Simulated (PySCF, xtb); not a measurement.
B(OH) (BHO), SMILES O[B] (connectivity only; charge and spin as stated), neutral, multiplicity 1.

GFN2-xTB in xtb at its own geometry gives an orbital gap of 4.36 eV and a dipole moment of 4.19 D.

Geometry: PBE0-D3(BJ)/def2-TZVPD. The geometry has at least one imaginary mode, so it is a saddle point at that level.

### Question
What does PBE/def2-TZVPD run with PySCF give? (The exact figures need the calculation; the answer reports its results.)

### Answer
gap 4.56 eV (levels -5.70 and -1.14 eV), dipole 3.78 D.
